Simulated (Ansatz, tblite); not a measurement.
Spin states of the cluster Mg₃O₂, each relaxed with PBE-D4/def2-SVP in Ansatz. Electronic energies in the gas phase.

The xTB rows come from tblite. Correlated methods freeze 5 core orbitals; core or outer-core shells of Mg are correlated, in sets that lack core-valence functions. Another isomer (singlet) lies 0.04 eV lower at PBE0-D4/def2-TZVP.

Singlet geometry (Cs within 0.1 Å):

```csv
atom,x (Å),y (Å),z (Å)
Mg1,0.201,-0.671,-1.464
Mg2,0.092,1.189,0.329
Mg3,-0.558,-0.843,2.259
O4,0.459,1.181,-1.529
O5,-0.193,-0.856,0.406
```

Triplet geometry (C2v within 0.1 Å):

```xyz
5

Mg   -0.721    0.785   -1.053
Mg    1.480    0.052    0.216
Mg   -1.437   -1.584    1.585
O     1.106    1.216   -1.217
O    -0.428   -0.469    0.469
```

Quintet geometry (Cs within 0.1 Å):

```xyz
5

Mg   -1.6524    0.1651    0.3013
Mg    1.0860    1.0862   -0.6972
Mg    1.0571   -1.9161    1.1269
O    -0.7884    0.9330   -1.2992
O     0.2976   -0.2682    0.5682
```

⟨S²⟩: triplet 2.02 at PBE0-D4/def2-TZVP (pure 2.00), quintet 6.01 at PBE0-D4/def2-TZVP (pure 6.00).

Run but left out: HF/STO-3G (singlet: restricted singlet, unstable in another Hartree–Fock run and untested here); HF/def2-TZVP, r2SCAN-D4/def2-TZVP, B2PLYP/def2-TZVP (singlet: restricted singlet, unstable towards broken spin symmetry); MP2/def2-TZVP (triplet: ⟨S²⟩ 2.79, where a pure state has 2.00).

Only these spin states were relaxed. The triplet has other bonds than the singlet, so the gap mixes isomer and spin. The quintet has other bonds than the singlet, so the gap mixes isomer and spin.

```
              level  triplet − singlet (kcal/mol)  quintet − singlet (kcal/mol)  lowest of these
           GFN1-xTB                          15.7                          78.8          singlet
           GFN2-xTB                          27.6                         106.4          singlet
   PBE-D4/def2-TZVP                           9.7                          57.9          singlet
revPBE-D4/def2-TZVP                           7.7                          53.6          singlet
  PBE0-D4/def2-TZVP                           9.2                          49.3          singlet
 BHLYP-D4/def2-TZVP                           9.3                          41.7          singlet
  ωB97M-V/def2-TZVP                          18.1                          62.1          singlet
  RPA@PBE/def2-TZVP                           8.5                          49.7          singlet
```

Change of the quintet − singlet gap on mixing in exact exchange, in kcal/mol: PBE to PBE0 (25 % exact exchange) -8.6.

The xTB methods have no term that favours high spin, so they put low spin too low.
